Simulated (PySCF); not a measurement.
A PySCF script (with the pyscf-properties extension) for the NMR shieldings of `C=C(C)B[SiH2]O[SiH2][SiH3]`, C$_{3}$H$_{13}$BOSi$_{3}$, on a GFN2-xTB geometry:

```python
import basis_set_exchange as bse
import numpy as np
from pyscf import gto, dft
from pyscf.prop import nmr

atoms = """
C    -3.391177   -0.099516   -0.688429
C    -2.164392    0.059516   -0.173844
C    -1.220806   -1.113121   -0.154278
B    -1.690697    1.454530    0.309279
Si    0.177603    1.995237    0.548320
O     1.186133    1.128092   -0.404421
Si    2.478994    0.255755   -0.838352
Si    2.663998   -1.565288    0.556892
H    -3.726536   -1.035752   -1.111900
H    -4.097090    0.713315   -0.728361
H    -1.728127   -2.040917   -0.412611
H    -0.413923   -0.947005   -0.866157
H    -0.766785   -1.221550    0.829238
H    -2.529672    2.238820    0.559884
H     0.528531    3.385702    0.203790
H     0.683011    1.809330    1.928316
H     3.639935    1.155508   -0.812409
H     2.191150   -0.066420   -2.243946
H     1.906112   -2.742070    0.106381
H     2.208553   -1.328804    1.934601
H     4.056263   -2.018420    0.661892
"""
names = dict.fromkeys(["C", "B", "Si", "O", "H"], "pcSseg-1")
basis = {el: gto.basis.parse(bse.get_basis(n, elements=[el], fmt="nwchem")) for el, n in names.items()}
mol = gto.M(atom=atoms, basis=basis, charge=0, verbose=0)
mf = dft.RKS(mol, xc="PBE0")
mf.grids.level = 2
mf.grids.alignment = dft.numint.BLKSIZE   # the property module wants whole blocks of grid points
mf.conv_tol = 1e-9
mf.kernel()

calc = nmr.RKS(mf)   # GIAO
C = mf.mo_coeff
Co = C[:, mf.mo_occ > 0]
resp = mf.gen_response(singlet=True, hermi=2)
def vind(x):   # induced exchange potential for any number of trial vectors
    d = np.einsum("pi,xij,qj->xpq", C, 2 * x.reshape(-1, C.shape[1], Co.shape[1]), Co, optimize=True)
    return np.einsum("xpq,pi,qj->xij", resp(d - d.transpose(0, 2, 1)), C, Co, optimize=True).ravel()
mo1, _ = nmr.rhf.solve_mo1(calc, with_cphf=vind)
sigma = calc.kernel(mo1)
for i, s in enumerate(sigma):   # ppm
    w = np.linalg.eigvalsh((s + s.T) / 2)
    print("%2d %-2s iso %8.1f  s11 %8.1f  s22 %8.1f  s33 %8.1f" % (i, mol.atom_pure_symbol(i), w.mean(), *w))
```

**Question.** Give the expected output.

**Answer.** 
```
 0 C  iso     34.6  s11    -66.8  s22     33.2  s33    137.3
 1 C  iso     20.4  s11    -99.3  s22    -17.6  s33    178.1
 2 C  iso    157.0  s11    139.5  s22    152.1  s33    179.4
 3 B  iso      6.8  s11    -83.6  s22    -18.2  s33    122.2
 4 Si iso    383.6  s11    296.6  s22    377.7  s33    476.5
 5 O  iso    351.1  s11    251.9  s22    392.2  s33    409.2
 6 Si iso    380.1  s11    317.0  s22    356.5  s33    466.8
 7 Si iso    473.9  s11    463.2  s22    473.4  s33    485.1
 8 H  iso     25.0  s11     21.0  s22     25.1  s33     29.0
 9 H  iso     25.6  s11     22.7  s22     24.7  s33     29.2
10 H  iso     29.6  s11     25.6  s22     29.3  s33     34.0
11 H  iso     28.7  s11     24.9  s22     26.9  s33     34.3
12 H  iso     29.4  s11     26.5  s22     28.0  s33     33.6
13 H  iso     23.3  s11     15.2  s22     27.3  s33     27.5
14 H  iso     26.1  s11     21.9  s22     24.6  s33     31.7
15 H  iso     26.1  s11     22.6  s22     25.3  s33     30.3
16 H  iso     26.0  s11     22.2  s22     24.8  s33     31.1
17 H  iso     26.0  s11     22.8  s22     24.6  s33     30.7
18 H  iso     28.3  s11     24.7  s22     27.1  s33     33.0
19 H  iso     28.0  s11     25.1  s22     26.7  s33     32.4
20 H  iso     28.5  s11     25.1  s22     25.8  s33     34.6
```

These numbers come from an equivalent density-fitted implementation of the same equations, which agrees with the script to about 0.01 ppm for H and up to a few tenths of a ppm for heavy atoms, so last digits may differ.

Size and cost of the density-fitted run: 222 basis functions, 91 s wall time on 1 thread of an Arm Neoverse V1, shared host; peak memory 1.1 GiB.
